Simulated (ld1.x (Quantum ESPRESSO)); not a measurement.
## Pd: RRKJ pseudisation with LDA (PZ), fully relativistic reference atom.

Pd, norm-conserving RRKJ (Kleinman–Bylander form), made with ld1.x (Quantum ESPRESSO) 7.5 (LDA (PZ), fully relativistic). Core [Ar] 3d10, reference 4s2 4p6 4d8 5s0 5p0 (charge +2). Waves: 4s (bound): rc 1.10 bohr; 4p (bound): rc 1.65 bohr; 4d (bound): rc 1.20 bohr. Local part: the d channel. Core correction: a·sin(br)/r model core, default radius (core density twice the valence density). rho0 = 0.001.

Open shells are filled in proportion to 2j + 1 (rel_dist='average').

All-electron outer shells of the reference configuration (LDA (PZ), scalar-relativistic, ld1.x):

```csv
shell,level (eV),outermost node (bohr),outermost maximum (bohr)
3d,-351.49,–,0.28
4s,-110.55,0.45,0.85
4p,-76.23,0.46,0.90
4d,-27.58,0.45,1.07
5s,-20.58,1.13,2.27
5p,-14.22,1.26,2.71
```

Calculated quality:

```json
{
 "Cutoffs needed": "140 Ry and 160 Ry (the cutoffs (Ry, on a coarse ladder) from which the occupation-weighted sum of valence levels, in a spherical-Bessel basis at the reference potential, stays within 10 and 1 mRy of its value at 400 Ry)",
 "Ghost test": "no extra level below or beside the all-electron valence levels (s, p1/2, p3/2, d3/2, d5/2, f tested) (spherical-Bessel basis up to 400 Ry, 20 bohr box)",
 "Largest excitation error": "+31 meV (all-electron minus pseudo) for 4s2 4p6 4d6 5s0 5p0, out of 7 test configurations"
}
```

The potential misses its own reference levels by up to 0.3 eV.

Generation and tests took about 3 s on one core of a shared server CPU.
